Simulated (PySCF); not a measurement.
C5H9NOS.
Atom-mapped SMILES: `[NH2:1][C@@H:2]1[CH:3]=[CH:4][S@@:5](=[O:6])[CH2:7][CH2:8]1` (hydrogens: H9, H10 on N1; H11 on C2; H12 on C3; H13 on C4; H14, H15 on C7; H16, H17 on C8)

Geometry (GFN2-xTB, Å), atoms numbered from 1 in this order:
```
atom  x, y, z in Å
N1    -2.273   -0.561    0.338
C2    -1.040   -0.110   -0.292
C3    -0.161   -1.309   -0.499
C4     1.126   -1.397   -0.220
S5     2.155   -0.087    0.499
O6     3.370   -0.063   -0.316
C7     1.056    1.280   -0.098
C8    -0.325    1.019    0.469
H9    -2.921    0.211    0.449
H10   -2.078   -0.941    1.258
H11   -1.323    0.262   -1.289
H12   -0.686   -2.155   -0.925
H13    1.697   -2.292   -0.410
H14    1.480    2.213    0.269
H15    1.074    1.280   -1.186
H16   -0.936    1.926    0.422
H17   -0.224    0.736    1.522
```

Computed, not measured: TDDFT CAM-B3LYP/def2-SVPD, vertical, gas phase, core orbitals frozen in the response (PySCF).

Transition dipole moments from the ground state, in atomic units and in the frame of the coordinates above (overall signs are arbitrary), for the states with f of 0.002 or more among the lowest 7:

```
state  E (hartree)      μx      μy      μz
   S1       0.1876  -0.345  -0.308  -0.046
   S2       0.2155  -0.150   0.199   0.047
   S3       0.2192  -0.367   0.020  -0.032
   S4       0.2271  -0.022   0.409   0.164
   S5       0.2399  -0.126  -0.047  -0.238
   S6       0.2458   0.102  -0.282   0.020
   S7       0.2513  -0.120  -0.037  -0.009
```

**Question.** What oscillator strength does each state have?

**Answer.** f = (2/3) ΔE |μ|² with ΔE in hartree (27.2114 eV).

```
state  |μ|² (au)  |μ| (D)      f
   S1      0.216     1.18  0.027
   S2      0.064     0.64  0.009
   S3      0.136     0.94  0.020
   S4      0.195     1.12  0.030
   S5      0.075     0.69  0.012
   S6      0.090     0.76  0.015
   S7      0.016     0.32  0.003
```

**Question.** What angle do the transition dipoles of S1 and S3 make?

**Answer.** |cos θ| = |μa·μb| / (|μa| |μb|) = 0.71, so θ ≈ 45° (taken between 0 and 90°, since the signs are arbitrary).

One conformer stands for the species.
